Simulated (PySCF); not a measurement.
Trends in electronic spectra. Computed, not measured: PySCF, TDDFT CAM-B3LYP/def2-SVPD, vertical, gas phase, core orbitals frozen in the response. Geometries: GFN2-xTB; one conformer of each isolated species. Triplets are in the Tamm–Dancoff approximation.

Question: Rank by computed S1–T1 gap, highest first.
A. `N#C[Si@@H](N=C)C#CC=C`
B. `C=C/C(C#N)=C/[SiH2]C#N`
C. `CC#CC([SiH3])(C#N)C#N`
D. `NC(=O)C(F)(F)F`
E. `[C@@H]1(C[SiH2]C(C#N)=C1)C#N`

Answer: B (2.29 eV), E (2.08 eV), C (0.90 eV), A (0.71 eV), D (0.52 eV).

| SMILES | S1−T1 (eV) | S1 (eV) | T1 (eV) | S1 mainly | T1 mainly | f(S1) |
| --- | --- | --- | --- | --- | --- | --- |
| C=C/C(C#N)=C/[SiH2]C#N | 2.29 | 5.17 | 2.88 | H→L (97%) | H→L (90%) | 0.597 |
| N#CC1=C[C@@H](C#N)C[SiH2]1 | 2.08 | 5.73 | 3.66 | H-1→L (77%) | H→L (92%) | 0.017 |
| CC#CC([SiH3])(C#N)C#N | 0.90 | 6.33 | 5.43 | H→L+3 (68%) | H-1→L+3 (29%) | 0.001 |
| C=CC#C[Si@@H](C#N)N=C | 0.71 | 4.05 | 3.34 | H→L+1 (52%) | H→L (59%) | 0.000 |
| NC(=O)C(F)(F)F | 0.52 | 5.61 | 5.09 | H→L (98%) | H→L (97%) | 0.000 |

H and L stand for HOMO and LUMO. For `N#CC1=C[C@@H](C#N)C[SiH2]1`, `CC#CC([SiH3])(C#N)C#N` and `C=CC#C[Si@@H](C#N)N=C` the leading configurations of S1 and T1 differ. Singlets come from full response and triplets from the Tamm–Dancoff approximation.
